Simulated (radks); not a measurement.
The numbers below are computed, except where a source is named.
Hg II, 79 electrons, occupied as [Kr] 4d10 4f14 5s2 5p5.75 5d10 6s1.25 (fractional occupations, a model configuration).

Code: a radial shooting solver on a logarithmic mesh with Libxc functionals. Model: scalar-relativistic Kohn-Sham, PBEsol, spin-polarised, spherical densities, finite nucleus; open shells are filled with parallel spins first (spin-orbit coupling, left out, can overturn this in heavy ions); Fermi nuclear charge, rms radius 5.4648 fm.

Energy parts (hartree):
total: -19611.6639
kinetic: 21999.6653
electron-nucleus: -48820.5892
Hartree: 7573.8356
exchange-correlation: -364.5757

Orbitals (lengths in bohr, moments of r in powers of bohr; <r^-3> diverges for s and p1/2):
orbital  occ.  eigenvalue (hartree)   <1/r>  <r^-3>
1s up       1             -3054.518   97.49       -
1s down     1             -3054.516   97.49       -
2s up       1             -541.7405   22.88       -
2s down     1             -541.7396   22.88       -
2p up       3             -467.4472   20.28   26770
2p down     3             -467.4458   20.28   26770
3s up       1             -128.8516   8.481       -
3s down     1             -128.8504   8.481       -
3p up       3             -107.3749   7.719    6151
3p down     3             -107.3737   7.719    6151
3d up       5             -84.71895   7.259   758.9
3d down     5             -84.71773   7.259   758.9
4s up       1             -28.62208   3.642       -
4s down     1             -28.62004   3.642       -
4p up       3             -21.57686   3.284    1492
4p down     3             -21.57466   3.284    1492
4d up       5             -13.20398   2.947   161.5
4d down     5             -13.20138   2.947   161.5
4f up       7              -3.91925   2.534   31.73
4f down     7              -3.91590   2.535   31.75
5s up       1              -4.72996   1.508       -
5s down     1              -4.72041   1.508       -
5p up       3              -2.82957   1.282   261.6
5p down  2.75              -2.81955   1.283   261.8
5d up       5              -0.73223  0.9031   16.04
5d down     5              -0.71790  0.9071   16.19
6s up       1              -0.56646  0.5128       -
6s down  0.25              -0.54160  0.5126       -

The highest occupied level is 6s down at -14.738 eV. Summed over all electrons, <r^2> = 50.94 bohr^2, which gives a Langevin (diamagnetic) susceptibility term of -40.3 x 10^-6 cm^3/mol.
